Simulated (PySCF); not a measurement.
Te(F)(OSiH3) (FH3OSiTe), SMILES F[Te]O[SiH3].

The structure is a stationary point at PBE-D3(BJ)/def2-SVP. The def2 effective core potentials stand for the cores of Te; spin–orbit coupling is left out. Other conformers were not sampled.

Method: TDA-LC-ωPBE/def2-SVPD (PySCF 2.14.0).

Vertical excitations. The molecule is in vacuum.

Computed UV-visible absorptions:
| state | energy (eV) | λ (nm) | f | main pairs |
|---|---|---|---|---|
| S1 | 2.53 | 490 | 0.000 | HOMO→LUMO 96 % |
| S2 | 3.32 | 373 | 0.004 | HOMO→LUMO+1 93 % |
| S3 | 6.23 | 199 | 0.005 | HOMO−1→LUMO+1 57 %, HOMO−1→LUMO 22 % |
| S4 | 6.41 | 194 | 0.122 | HOMO→LUMO+2 82 % |
| S5 | 6.58 | 189 | 0.027 | HOMO−1→LUMO 44 %, HOMO−1→LUMO+1 20 %, HOMO−2→LUMO+1 11 % |
| S6 | 6.75 | 184 | 0.026 | HOMO−2→LUMO 63 %, HOMO−4→LUMO 12 %, HOMO−3→LUMO 10 % |
| S7 | 7.21 | 172 | 0.071 | HOMO−2→LUMO+1 54 %, HOMO−1→LUMO 13 % |
| S8 | 7.50 | 165 | 0.042 | HOMO→LUMO+3 88 % |
| S9 | 7.63 | 163 | 0.009 | HOMO→LUMO+4 76 % |
| S10 | 7.68 | 161 | 0.007 | HOMO→LUMO+6 38 %, HOMO→LUMO+5 24 %, HOMO→LUMO+7 9 % |
| T1 | 1.65 | 754 | 0 | HOMO→LUMO 93 % |
| T2 | 2.26 | 549 | 0 | HOMO→LUMO+1 90 % |
| T3 | 5.52 | 225 | 0 | HOMO−1→LUMO+1 36 %, HOMO−1→LUMO 21 %, HOMO−3→LUMO 13 %, HOMO−2→LUMO 7 % |
| T4 | 5.78 | 215 | 0 | HOMO−1→LUMO+1 32 %, HOMO−3→LUMO 21 %, HOMO−2→LUMO 13 %, HOMO−1→LUMO 8 % |
Triplets are in the Tamm–Dancoff approximation.
